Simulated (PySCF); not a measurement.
C4H7FO2Si: full NMR table

| Item | Value |
| --- | --- |
| Formula | C4H7FO2Si |
| SMILES | O=CC(F)(C=O)C[SiH3] |
| InChI | InChI=1S/C4H7FO2Si/c5-4(1-6,2-7)3-8/h1-2H,3H2,8H3 |
| Point group of the computed structure | C1 |
| Degrees of unsaturation | 2 |
| Carbon signals | 3 |
| Proton signals | 3 |

Structure with atom numbers: `[O:1]=[CH:2][C:3]([F:4])([CH:5]=[O:6])[CH2:7][SiH3:8]`. Hydrogens are named by the atom that carries them.

[PySCF: structure optimised with GFN2-xTB; PBE0/pcSseg-1 with gauge-including orbitals; relativity neglected; rapidly exchanging positions averaged; single conformer; no solvent model]

Shifts are taken against calculated references (same method and geometry level): 1H (31.72 ppm) and 13C (186.93 ppm) and 29Si (349.16 ppm) against TMS; 19F (170.95 ppm) vs CFCl3; 17O (336.08 ppm) against H2O.

```tsv
carbon	δC, type	δH (multiplicity)	HMBC from (2–3 bonds)	span of the C tensor (ppm)
C2/C5	204.9, CH	10.04 (m)	H(C2)/H(C5), H(C7)	178
C3	111.4, C	–	H(C2)/H(C5), H(Si8), H(C7)	31
C7	21.9, CH2	1.41 (m)	H(C2)/H(C5), H(Si8)	56
```

Other nuclei:
```tsv
atoms	nucleus	environment	δ (ppm)	σ (ppm)
H(Si8)	1H	hydrogen on a silicon bonded to C	4.23	27.49
F4	19F	fluorine on an sp3 carbon	-185.9	356.8
Si8	29Si	silicon bonded to C, 3 H	-82.3	431.5
O1/O6	17O	aldehyde oxygen	702.1	-366.0
```

1. Carbon types of the structure: 1 × C, 2 × CH, 1 × CH2, leaving 3 H on heteroatoms.
2. δC 204.9: aldehyde carbonyl carbon; the double bond to the heteroatom, with no lone-pair donor beside it, deshields it most.
3. δC 111.4: fully substituted sp3 carbon bonded to F, α to a carbonyl; pulled downfield by the heteroatom.
4. δC 21.9: sp3 CH2 bonded to Si.
5. δH 10.04: hydrogen on an aldehyde carbonyl carbon; the C=O anisotropy and electron withdrawal place aldehyde protons far downfield.
6. δH 4.23: hydrogen on a silicon bonded to C.

Splittings by 19F in the carbon and heteronuclear signals aren't shown, as no couplings were computed. Shifts are as computed. Against solution values, carbons near 30 ppm lie about +3 ppm off and those near 130 ppm about +5 ppm. Of 1309 compounds with measured shifts, 239 miss one by over three times the rms of a fit or turn the order of signals round; such compounds aren't used in these exercises. Unscaled 19F shifts against computed CFCl3 carry errors that often reach 10 to 50 ppm. Unscaled 17O shifts of doubly bonded oxygen tend to come out too high, by tens of ppm or more. Experimental scales use liquid or dissolved standards, which lie at an offset from isolated H2O (liquid H2O: subtract about 36 ppm). No couplings were computed; multiplicities are counted from neighbouring protons, with m where these are inequivalent, close in shift, in a saturated or five-membered ring or joined by F or P, and br s for small geminal =CH2 splittings.
